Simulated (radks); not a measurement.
Excited configurations of Mg: one electron is placed in a higher orbital outside [Ne] 3s1. The ground configuration is [Ne] 3s2. Calculated with a radial shooting solver on a logarithmic mesh with Libxc functionals: scalar-relativistic Kohn-Sham, PBE, spin-unpolarised, spherical densities, finite nucleus; Fermi nuclear charge, rms radius 3.057 fm. Excitation = E - E(ground); binding = E(ion) - E, where the ion is the core of charge +1; n* = 1/sqrt(2 binding) in atomic units, and the quantum defect is n - n*.

outer orbital  excitation (eV)  binding (eV)     n*  eigenvalue (eV)
3p                       3.491         4.469  1.745           -2.071
4s                       5.412         2.548  2.311           -1.486
4p                       6.107         1.853  2.710           -1.041
5s                       6.613         1.347  3.178           -0.825
5p                       6.898         1.063  3.578           -0.650
5d                       7.234         0.726  4.330           -0.443
6d                       7.451         0.509  5.170           -0.329
6f                       7.504         0.456  5.460           -0.286
7p                       7.471         0.489  5.276           -0.325

The Delta-SCF ionisation energy is 7.960 eV (NIST Atomic Spectra Database: 7.646 eV, measured). Self-interaction in the functional shifts the binding energies and quantum defects, so they are the method's values and not measured ones. Spin polarisation and multiplet splitting are left out, so open shells lie too high by an amount that depends on their filling.

Beside tabulated values, note that spin-unpolarised runs miss the spin-polarisation part of the exchange energy of open shells.
